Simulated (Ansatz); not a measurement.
Li12F12⁻ (started as a model of: (LiF)12 cage of four- and six-membered rings). The state is a doublet with charge -1. Geometry PBE0-D4/def2-SVP, that of the neutral singlet; atoms count from 1.

| atom | x (Å) | y (Å) | z (Å) |
| --- | --- | --- | --- |
| Li1 | 2.340 | 1.394 | 0.522 |
| F2 | 2.788 | -0.354 | 0.540 |
| Li3 | 2.465 | -0.306 | -1.234 |
| F4 | 2.109 | 1.463 | -1.266 |
| Li5 | 0.544 | 1.974 | -1.871 |
| F6 | -0.719 | 2.658 | -0.779 |
| Li7 | -0.442 | 2.567 | 0.951 |
| F8 | 1.148 | 2.051 | 1.629 |
| Li9 | 0.186 | 0.891 | 2.620 |
| F10 | -1.410 | 1.472 | 2.010 |
| F11 | 0.582 | -0.817 | 2.680 |
| Li12 | 1.818 | -1.437 | 1.521 |
| F13 | 0.716 | -2.658 | 0.779 |
| Li14 | -0.544 | -1.972 | 1.873 |
| Li15 | 0.441 | -2.568 | -0.951 |
| F16 | 1.410 | -1.473 | -2.009 |
| Li17 | -0.185 | -0.890 | -2.620 |
| F18 | -0.581 | 0.817 | -2.680 |
| Li19 | -1.818 | 1.437 | -1.523 |
| F20 | -1.149 | -2.051 | -1.630 |
| Li21 | -2.466 | 0.306 | 1.234 |
| F22 | -2.109 | -1.462 | 1.267 |
| Li23 | -2.339 | -1.394 | -0.521 |
| F24 | -2.787 | 0.353 | -0.541 |

The highest occupied level of the charge -1 doublet lies above zero (up to 1.13 eV). By energy differences it is unbound by 0.42 eV (vertical, against the charge 0 singlet, at PBE0-D4/def2-SVP) and held by the finite basis.

(1) Estimate the Mulliken populations from the PBE0/def2-SVP orbitals of Ansatz.

(2) Where does the spin sit?

(3) And the Mayer bond orders between heavy atoms (over 0.3)?

## Answers

(1) 
```
atom  charge (e)  spin (α − β)
 Li1        0.50          0.09
  F2       -0.58          0.00
 Li3        0.50          0.08
  F4       -0.58          0.00
 Li5        0.50          0.08
  F6       -0.58          0.00
 Li7        0.50          0.08
  F8       -0.58          0.00
 Li9        0.50          0.09
 F10       -0.58          0.00
 F11       -0.58          0.00
Li12        0.50          0.08
 F13       -0.58          0.00
Li14        0.50          0.08
Li15        0.50          0.09
 F16       -0.58          0.00
Li17        0.50          0.08
 F18       -0.58          0.00
Li19        0.50          0.09
 F20       -0.58          0.00
Li21        0.50          0.08
 F22       -0.58          0.00
Li23        0.50          0.08
 F24       -0.58          0.00
```
Mulliken values depend strongly on the basis.

(2) Summed by element: Li 1.02, F -0.02, of 1 unpaired in all. Largest on single atoms: Li1 0.09, Li15 0.09, Li9 0.09.

(3) Li1–F8 0.32 (1.75 Å); F2–Li12 0.32 (1.75 Å); Li3–F16 0.32 (1.75 Å); F4–Li5 0.32 (1.75 Å); F6–Li7 0.32 (1.75 Å); Li9–F11 0.32 (1.75 Å); F10–Li21 0.32 (1.75 Å); F13–Li15 0.32 (1.75 Å); Li14–F22 0.32 (1.75 Å); Li17–F18 0.32 (1.75 Å); Li19–F24 0.32 (1.75 Å); F20–Li23 0.32 (1.75 Å).
